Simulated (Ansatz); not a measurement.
A search over several starts for the lowest SCF solution of Hg3⁻ at the given spin, in a small basis.

```yaml
crystal:
  periodic: [false, false, false]
  atoms:
    - {symbol: Hg, position_ang: [2.591715, -0.550958, 0.146403]}
    - {symbol: Hg, position_ang: [-0.000142, -0.000123, 0.002629]}
    - {symbol: Hg, position_ang: [-2.591573, 0.551080, -0.149033]}
basis:
  gaussian: {orbitals: def2-SVP, initial_orbitals: start.molden}
total_charge: -1
magnetization: {spin_polarized: true, initial_magnetization: 3}
hamiltonian: {xc: pbe0}
output: {orbitals: {seedname: orbitals}}
```

The file start.molden holds the orbitals of an earlier run on this structure, at another level or in another basis.

```sh
$ ansatz run in.yaml --threads 4 --pin off --events-out ev --progress --plain --max-ram 3916MiB
```

It prints (some lines left out):

```
Functional definition: PBE0
978 factors; integrals over basis functions are off by at most 4.3e-4 eV
mean field evaluation 1: about -12527.7346 eV, gradient 5.9e0 eV
mean field evaluation 2: about -12527.8976 eV, gradient 1.5e-1 eV
mean field evaluation 4: about -12528.3891 eV, gradient 3.8e-3 eV
mean field evaluation 8: about -12528.3891 eV, gradient 1.9e-5 eV
mean field evaluation 16: about -12527.8353 eV, gradient 3.9e0 eV
mean field evaluation 32: about -12528.3891 eV, gradient 1.6e-5 eV
mean field evaluation 64: about -12527.9044 eV, gradient 2.5e0 eV
mean field -12528.38909279 eV, -460.4098071128 hartree, gradient 4.9e-6 eV, S^2 3.758563; 8 other end points of the search recorded, 0 dependent functions left out
reference -12528.38911619 eV, -460.4098079728 hartree; 32, 29 occupied and 64, 67 virtual orbitals, 978 factors
Total energy: -12528.38911619 eV, -460.4098079728 hartree
```

It took 9.5 s on 4 threads of Arm Neoverse V2 on a shared host.

In the def2 sets Hg takes a core potential; there is no spin–orbit coupling. The highest occupied level of the charge -1 quartet lies above zero (up to 1.04 eV). It is a level of α spin, whose loss leaves a triplet; that state wasn't run at this geometry and level. The electron is either unbound and held by the finite basis, or the level is raised by self-interaction error. At PBE0/def2-TZVPD a doublet of charge -1 lies 2.72 eV below the quartet, each at its own geometry. The structure comes from a short search, and lower isomers may exist.
